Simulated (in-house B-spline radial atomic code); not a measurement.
A fraction x of an electron is removed from 3d in Sr⁴⁺, starting from [Ar] 3d10 4s2 4p4 and keeping the highest spin. Computed with an all-electron radial atomic-structure program (B-spline basis): non-relativistic LC-wPBE, spin-polarised, spherical fractional occupations, point nucleus.

Caution: exact exchange at fractional occupations of open shells leaves self-interaction of up to several eV.

| x | E(x) - E(0) (eV) | 3d down level (eV) |
| --- | --- | --- |
| 0 | 0.0000 | -183.756 |
| 0.09 | 16.6632 | -186.540 |
| 0.17 | 31.6859 | -189.029 |
| 0.27 | 50.7452 | -192.159 |
| 0.48 | ? | ? |
| 0.5 | ? | ? |
| 0.6 | 115.8790 | -202.627 |
| 0.64 | 124.0097 | -203.910 |
| 0.81 | 159.1403 | -209.399 |
| 0.97 | 193.0608 | -214.615 |
| 1 | 199.5140 | -215.599 |

(1) What belongs in the row x = 0.48?

(2) What belongs in the row x = 0.5?

(3) Check Janak's theorem between x = 0.09 and 0.17.

Answers

(1) An energy change of 91.7939 eV; 3d down at -198.795 eV.

(2) An energy change of 95.7762 eV; 3d down at -199.432 eV.

(3) The slope of the energy is 187.78 eV; the orbital levels give 187.78 eV (-ε of the emptying orbital, averaged over the two points).
